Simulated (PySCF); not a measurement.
Coordinates in bohr (charge 1 multiplicity 1):
```
Bi    0.0000    0.0000    0.0000
Cl    0.0000    0.0000    4.6170
Cl    0.0000    0.0000   -4.6170
```

Computed with PySCF, PBE0, basis Bi def2-TZVP with ECP60, Cl def2-TZVP (scalar-relativistic core potentials, no spin–orbit coupling, density fitting).

This geometry of BiCl₂⁺ is a stationary point at this level.

**Question.** What is the point group?

**Answer.** D∞h.

**Question.** Is it a minimum?

**Answer.** No: it has 2 imaginary modes (one degenerate set), at 145i cm⁻¹ (πu).

**Question.** List the harmonic modes with their infrared intensities.

**Answer.** 
```csv
symmetry,ω (cm⁻¹),"IR (km/mol, summed over degenerate members)"
πu,145i,–
σu+,332,133
σg+,352,0.0
```

**Question.** What are the dipole moment and the gap between the highest occupied and lowest empty levels?

**Answer.** 0.00 D about the centre of mass and 3.19 eV.

In D∞h the vibrations span πu + σu+ + σg+. The σg+ mode carries no infrared intensity, as symmetry demands. With a centre of inversion only u modes can be infrared active and only g modes Raman active.

Other isomers or separated fragments may lie lower. At this level a singlet minimum of C2v symmetry lies 168 kJ/mol below this structure. Spin–orbit coupling, left out here, can matter for elements this heavy.
